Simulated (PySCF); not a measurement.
Ranking problems on computed properties.

Species are written as SMILES; each is one conformer at its optimised geometry, gas phase, non-relativistic unless stated; the electronic structure was computed with PySCF and density fitting.

The conformers computed, where there is a choice (atom-mapped SMILES and torsion angles):
- `[CH:1]#[C:2][C:3](=[C:4]=[S:5])[SiH2:6][NH2:7]`: C2–C3–Si6–N7 152°, H–N7–Si6–C3 35°, H–N7–Si6–C3 180°
- `[CH:1]#[C:2][C@@:3]1([F:4])[CH2:5][CH:6]=[C:7]1[SiH2:8][F:9]`: C6–C7–Si8–F9 7°
- `[CH:1]#[C:2][Si@:3]1([F:4])[CH2:5][CH:6]=[C:7]1[CH2:8][F:9]`: C6–C7–C8–F9 -138°
- `[H]/[N:1]=[CH:2]\[SiH2:3][O:4][CH:5]=[O:6]`: N1–C2–Si3–O4 -2°, C2–Si3–O4–C5 179°, Si3–O4–C5–O6 0°
- `[CH3:1]/[C:2]([C:3]#[N:4])=[N:5]\[Si@H:6]([C:7]#[N:8])[CH:9]=[O:10]`: C2–N5–Si6–C7 -127°, N5–Si6–C9–O10 -141°

Question: Rank by electronic spatial extent ⟨r²⟩ about the centre of nuclear charge, lowest first (CAM-B3LYP/def2-SVPD at GFN2-xTB geometries).
A. `[H]/N=C\[SiH2]OC=O`
B. `C#CC(=C=S)[SiH2]N`
C. `C#C[Si@]1(F)CC=C1CF`
D. `[C@]1(F)(C#C)C(=CC1)[SiH2]F`

Answer: A (825 bohr²), B (1287 bohr²), C (1437 bohr²), D (1469 bohr²).

Question: Rank by lowest triplet excitation (Tamm–Dancoff), highest first (TDA CAM-B3LYP/def2-SVPD at GFN2-xTB geometries).
A. `[H]/N=C\[SiH2]OC=O`
B. `C#C[C@@]1(F)CC=C1[SiH2]F`
C. `C(=S)=C(C#C)[SiH2]N`
D. `C#C[Si@]1(F)CC=C1CF`

Answer: D (4.20 eV), B (4.07 eV), A (3.46 eV), C (2.14 eV).

Question: Rank by HOMO energy, highest first (CAM-B3LYP/def2-SVPD at GFN2-xTB geometries).
A. `C#CC(=C=S)[SiH2]N`
B. `C1=C([C@@](F)(C#C)C1)[SiH2]F`
C. `[H]/N=C\[SiH2]OC=O`
D. `C#C[Si@]1(F)CC=C1CF`

Answer: A (-7.61 eV), C (-8.82 eV), D (-9.19 eV), B (-9.31 eV).

Question: By how much do the two ends of that ranking differ?

Answer: By 1.70 eV, between `C#CC(=C=S)[SiH2]N` and `C#C[C@@]1(F)CC=C1[SiH2]F`.

Question: Rank by smallest rotational constant, lowest first (GFN2-xTB).
A. `C([Si@H](/N=C(/C#N)C)C#N)=O`
B. `C=C=C(C#N)C#C[SiH2]C`
C. `[H]/N=C\[SiH2]OC=O`
D. `C(#C)[C@]1(CC=C1[SiH2]F)F`
E. `C#C[Si@]1(F)CC=C1CF`

Answer: B (0.473 GHz), A (0.552 GHz), D (0.810 GHz), E (0.861 GHz), C (1.364 GHz).

Question: Give the two extremes of that set in cm⁻¹.

Answer: `C=C=C(C#N)C#C[SiH2]C`: 0.0158 cm⁻¹; `[H]/N=C\[SiH2]OC=O`: 0.0455 cm⁻¹.
